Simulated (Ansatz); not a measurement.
Consider the isomerisation: `CC(=O)OC1CCCCC1` → `CC(=O)C(C(C)=O)C(C)C`.

Gas-phase electronic energies from Ansatz, PBE0-D4/def2-TZVP geometries. CCSD(T)/CBS is the MP2 limit (def2-TZVPP, def2-QZVPP) plus CCSD(T) − MP2 in def2-TZVPP, frozen cores. DFT in def2-TZVPP. Each species was taken in one conformer, which may not be the lowest.

```json
{"species": "`CC(=O)OC1CCCCC1`", "PBE0 energy (Eh)": "-463.39226"}
{"species": "`CC(=O)C(C(C)=O)C(C)C`", "PBE0 energy (Eh)": "-463.37065"}
```

(1) Work out ΔE.

Largest T1 diagnostic among the species: 0.013.

## Answers

(1) ΔE = (-463.37065) − (-463.39226) = 0.02161 Eh = +56.7 kJ/mol. CCSD(T)/CBS gives +42.9 kJ/mol.

The D4 term adds −5.2 kJ/mol with B3LYP and −3.5 kJ/mol with PBE0; it sums over pairs of atoms, weighted by their polarisabilities, and B3LYP, whose exchange is more repulsive, gets the larger term. From PBE to PBE0 (25 % exact exchange), in def2-TZVPP and without D4, ΔE moves by +15.3 kJ/mol.

B3LYP here is the variant with VWN-RPA as its local correlation; programs differ in this.
